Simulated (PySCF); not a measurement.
Correlation energy of Se (selenium, neutral)

[Ar] 3d10 4s1 4p4 4d1, one real determinant (an excited configuration). Calculation: PySCF 2.14, in dyall-av2z (16s12p8d, 92 functions); no relativity, point nucleus. Frozen: [Ar] 3d10; 6 electrons correlated; the 39 highest virtual orbitals of each spin left out.

```csv
level,correlation energy (mhartree)
CCSD,-104.71
(T),-7.68
CCSD(T),-112.39
```

Diagnostics: T1 = 0.017, D1 = 0.0543, largest double amplitude 0.242.

The real determinant used has ⟨L²⟩ near 8 against 12 for a pure F term, so it mixes terms. The outer electron is Rydberg-like, and this basis confines it to a smaller radius and binds it less than a complete one would. A double-excitation amplitude exceeds 0.15, a sign of near-degeneracy.

Cost of the coupled-cluster step: of the order of 4 core-seconds, for 6 correlated electrons.

Iterations:

```
CC2 = 0
CCSD nocc = (np.int64(5), np.int64(1)), nmo = (39, 39)
frozen orbitals [[0, 1, 2, 3, 4, 5, 6, 7, 8, 9, 10, 11, 12, 13, 53, 54, 55, 56, 57, 58, 59, 60, 61, 62, 63, 64, 65, 66, 67, 68, 69, 70, 71, 72, 73, 74, 75, 76, 77, 78, 79, 80, 81, 82, 83, 84, 85, 86, 87, 88, 89, 90, 91], [0, 1, 2, 3, 4, 5, 6, 7, 8, 9, 10, 11, 12, 13, 53, 54, 55, 56, 57, 58, 59, 60, 61, 62, 63, 64, 65, 66, 67, 68, 69, 70, 71, 72, 73, 74, 75, 76, 77, 78, 79, 80, 81, 82, 83, 84, 85, 86, 87, 88, 89, 90, 91]]
max_cycle = 100
direct = 0
conv_tol = 1e-08
conv_tol_normt = 1e-06
diis_space = 8
diis_start_cycle = 0
Init t2, MP2 energy = -0.0639074523441299
Init E_corr(UCCSD) = -0.0639074523455051
cycle = 1  E_corr(UCCSD) = -0.0802481419998265  dE = -0.0163406897  norm(t1,t2) = 0.0896727
cycle = 2  E_corr(UCCSD) = -0.0870691148513616  dE = -0.00682097285  norm(t1,t2) = 0.0630139
cycle = 3  E_corr(UCCSD) = -0.100592830657182  dE = -0.0135237158  norm(t1,t2) = 0.0494461
cycle = 4  E_corr(UCCSD) = -0.100900712043967  dE = -0.000307881387  norm(t1,t2) = 0.0230033
cycle = 5  E_corr(UCCSD) = -0.106038036114005  dE = -0.00513732407  norm(t1,t2) = 0.0153864
cycle = 6  E_corr(UCCSD) = -0.103442992441996  dE = 0.00259504367  norm(t1,t2) = 0.00881229
cycle = 7  E_corr(UCCSD) = -0.104435251483602  dE = -0.000992259042  norm(t1,t2) = 0.00481506
cycle = 8  E_corr(UCCSD) = -0.104811392595971  dE = -0.000376141112  norm(t1,t2) = 0.00148193
cycle = 9  E_corr(UCCSD) = -0.104721610652133  dE = 8.97819438e-05  norm(t1,t2) = 0.000809091
cycle = 10  E_corr(UCCSD) = -0.104717054448226  dE = 4.55620391e-06  norm(t1,t2) = 0.000258894
cycle = 11  E_corr(UCCSD) = -0.104715536125415  dE = 1.51832281e-06  norm(t1,t2) = 6.76467e-05
cycle = 12  E_corr(UCCSD) = -0.104713818458884  dE = 1.71766653e-06  norm(t1,t2) = 4.45476e-05
cycle = 13  E_corr(UCCSD) = -0.104714196691974  dE = -3.78233091e-07  norm(t1,t2) = 3.03151e-05
cycle = 14  E_corr(UCCSD) = -0.104714061969879  dE = 1.34722095e-07  norm(t1,t2) = 1.72978e-05
cycle = 15  E_corr(UCCSD) = -0.104714240329764  dE = -1.78359885e-07  norm(t1,t2) = 9.11648e-06
cycle = 16  E_corr(UCCSD) = -0.104714087062299  dE = 1.53267465e-07  norm(t1,t2) = 2.81282e-06
cycle = 17  E_corr(UCCSD) = -0.104714027794836  dE = 5.92674635e-08  norm(t1,t2) = 7.25124e-07
cycle = 18  E_corr(UCCSD) = -0.104713995012581  dE = 3.2782255e-08  norm(t1,t2) = 3.24921e-07
cycle = 19  E_corr(UCCSD) = -0.104713986053629  dE = 8.95895151e-09  norm(t1,t2) = 1.4866e-07
UCCSD converged
E(UCCSD) = -2399.270432131222  E_corr = -0.1047139860536292
UCCSD(T) correction = -0.00768113750959433
```

The reference is one real determinant that mixes LS terms of this configuration.
